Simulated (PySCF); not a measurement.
# What a mistake does to a calculation on BC3H8 cation

All numbers below are calculated, not measured. The program is PySCF 2.14.0, an open-source quantum chemistry code, run on an isolated molecule that a program drew, which may never have been made. The molecule is BC3H8 cation (charge +1, singlet), drawn as the SMILES string `[BH+]CCC`.

Each row is a Hartree-Fock (HF) and frozen-core CCSD(T) single point in the cc-pVDZ basis, meant for a local HF minimum. Run 1 is clean. Each other run has one planted mistake out of seven kinds, and not every kind appears here: one electron removed, one electron added, multiplicity raised by two, geometry at a saddle point, minimal basis STO-3G, one bond length entered in bohr, all coordinates scaled. The reference is restricted for singlets and unrestricted otherwise, and also for a bond in bohr. Adding or removing an electron swaps singlet and doublet. Electrons count all cores. HOMO and LUMO are orbital energies over both spins, the gradient is its largest component, and the lowest frequency (negative if imaginary) is given only where the gradient is small. Bond lengths are over the 11 bonds as drawn. T1 is the CCSD diagnostic: over 0.02 (restricted) or 0.045 (unrestricted) a single reference is doubtful.

Geometry of the clean run:
```xyz
12
BC3H8 cation, angstrom
B     2.0038   -1.0033    1.4743
C     1.6345   -2.1703    0.6385
C     0.5442   -3.1237    1.2360
C    -0.8047   -2.4407    1.4301
H     2.3193   -0.0808    2.1307
H     1.3169   -1.7588   -0.3337
H     2.5822   -2.7029    0.4513
H     0.9130   -3.5386    2.1747
H     0.4579   -3.9542    0.5372
H    -1.1908   -2.0419    0.4901
H    -0.7510   -1.6208    2.1548
H    -1.5317   -3.1576    1.8104
```

```
run,electrons,basis functions,<S^2>,HOMO (eV),LUMO (eV),gradient (hartree/bohr),lowest frequency (cm^-1),mean bond (Å),longest bond (Å),T1,HF (hartree),CCSD(T) (hartree),mistake
1,30,96,0.000,-17.93,-4.62,2.9e-05,107,1.2191,1.567,0.0111,-142.64811,-143.20589,no fault
2,30,96,0.000,-17.39,-4.74,4.6e-02,-,1.3227,1.700,0.0121,-142.58445,-143.16075,all coordinates scaled
3,30,28,0.000,-17.34,-2.76,1.8e-02,-,1.2191,1.567,0.0093,-140.98128,-141.22998,minimal basis STO-3G
4,30,96,0.715,-15.40,-4.76,1.6e-02,-,1.3072,2.059,0.0563,-142.51676,-143.07219,?
```

**Which mistake was planted in run 4, and what did it cost?**

The mean bond changes by a factor of 1.072 and the longest by 1.314, so the molecule wasn't scaled as a whole. A length L in bohr read as angstrom grows by (1/0.5292 - 1) L = 0.890 L. The 11 bonds together grew by 11 x 0.0881 = 0.969 Å, which gives L = 1.089 Å. That is the length of one of the C-H bonds, 1.090 Å in the clean geometry. So the mistake is: one bond length entered in bohr. Subtracting run 1 and multiplying by 627.51 kcal/mol a hartree, the energy moved by 82.4 kcal/mol in HF and 83.9 kcal/mol in CCSD(T).

Cautions from the logs. Run 4: T1 is over the limit, so its CCSD(T) energy is less reliable.
